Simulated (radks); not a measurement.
Q: The mean radii <r> (bohr) of the occupied orbitals of an atom or ion are listed with their occupations. All-electron calculation, scalar-relativistic Kohn-Sham, BLYP, spin-polarised, spherical densities, point nucleus. Program: a radial shooting solver on a logarithmic mesh with Libxc functionals.

orbital  occ.      <r>
1s up       1  0.09687
1s down     1  0.09686
2s up       1   0.4783
2s down     1   0.4782
2p up       3   0.4409
2p down     3   0.4408
3s up       1    1.517
3s down     1    1.521
3p up       1    1.658

Name the element and its charge. Open shells, if any, are filled with parallel spins first.

A: Z = 16, sulfur, charge +3: S3+ in [Ne] 3s2 3p1. The 1s radius gives Z: for a bare nucleus <r> = (2 gamma + 1)/(2Z) with gamma = sqrt(1 - (Z/c)^2), 0.09332 bohr for Z = 16, and screening makes it slightly larger (0.09687 here). The occupations add up to 13, and the charge is Z minus that.
